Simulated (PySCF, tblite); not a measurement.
Isomers of C3H9Si (doublet state), one GFN2-xTB conformer each. Single-point energies are computed at B3LYP/pcH-1 (PySCF, gas phase, no added dispersion term), electronic only. GFN2-xTB treats the open shell by occupation alone, and not every SCF solution was tested for stability.

```csv
SMILES,GFN2-xTB relative energy (kJ/mol)
[CH2][SiH](C)C,62.6
C[Si](C)C,0.0
```

Conformers: `[CH2:1][SiH:2]([CH3:3])[CH3:4]` (doublet state) with H–C1–Si2–C3 119° and -61°.

**Question.** What does B3LYP/pcH-1 give for the same structures?

**Answer.** 
```csv
SMILES,B3LYP/pcH-1 E (Eh),B3LYP/pcH-1 (kJ/mol),GFN2-xTB (kJ/mol),point group
C[Si](C)C,-409.24144,0.0,0.0,C3v
[CH2][SiH](C)C,-409.22506,43.0,62.6,–
```

Both levels put the same isomer lowest. 

**Question.** What happens when harmonic zero-point energies from GFN2-xTB frequencies are added?

**Answer.** 
```json
{"SMILES": "C[Si](C)C", "ZPE (kJ/mol)": "288.2", "electronic (kJ/mol)": "0.0", "with ZPE (kJ/mol)": "0.0"}
{"SMILES": "[CH2][SiH](C)C", "ZPE (kJ/mol)": "272.7", "electronic (kJ/mol)": "43.0", "with ZPE (kJ/mol)": "27.5"}
```

The zero-point energies span 15.5 kJ/mol. The order is unchanged.
